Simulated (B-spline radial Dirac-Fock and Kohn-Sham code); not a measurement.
Mo⁺ 3d3/2: cross section and angular parameters

System: molybdenum as Mo⁺ in the configuration 1s2 2s2 2p6 3s2 3p6 3d10 4s2 4p6 4d5; threshold 247.0 eV (orbital energy of the model). The computed values come from a radial finite-basis atomic code: Dirac-Hartree-Slater photoionisation with a Latter tail; cross sections with all multipoles, angular parameters from the dipole term and its interference with E2.

Input of the calculation (task.json; shells as n, l, electrons):

```json
{"items": [{
  "Z": 42,
  "q": 1,
  "cfg": [[1, 0, 2], [2, 0, 2], [2, 1, 6], [3, 0, 2], [3, 1, 6], [3, 2, 10], [4, 0, 2], [4, 1, 6], [4, 2, 5]],
  "A": 98,
  "rrms": 4.4091,
  "do": "xps",
  "hv": [60, 80, 81.0, 100, 106.0, 127.0, 150, 158.0, 195.0, 358.0, 521.0, 526.0, 620.0, 802.0, 1050.0, 1160.0, 1253.6, 1280.0, 1430.0, 2000, 2440.0, 3680.0, 3930.0, 4040.0, 4420.0, 6140.0, 6270.0, 8047.8, 8960.0, 15000]
}]}
```

Run with: `python xray2_run.py task.json out`

For linearly polarised light dσ/dΩ = σ/(4π) [1 + β P₂(cos θ) + (δ + γ cos²θ) sin θ cos φ], with θ from the polarisation vector and φ the angle between the beam and the projection of the electron momentum on the plane normal to the polarisation.

```csv
hν (eV),σ (kb),β,γ,δ
358,1620,0.469,-0.036,0.010
521,868,0.933,-0.014,0.024
526,850,0.941,-0.013,0.024
620,587,1.060,0.020,0.030
802,308,1.175,0.096,0.039
1050,148,1.228,0.206,0.049
1160,111,1.233,0.254,0.053
1253.6,88.4,1.233,0.293,0.057
1280,83.1,1.232,0.303,0.058
1430,59.6,1.224,0.362,0.063
2000,20.8,1.163,0.554,0.084
2440,10.8,1.108,0.674,0.101
3680,?,?,?,?
3930,2.07,0.941,0.963,0.160
4040,1.87,0.930,0.979,0.165
4420,1.35,0.895,1.030,0.180
6140,0.398,0.767,1.204,0.247
6270,0.367,0.759,1.215,0.251
8047.8,0.140,0.663,1.330,0.317
8960,0.0920,0.623,1.375,0.349
15000,0.0114,0.441,1.533,0.544
```

Q: Give the values at 3680 eV.

A: σ = 2.62 kb, β = 0.966, γ = 0.924, δ = 0.150.
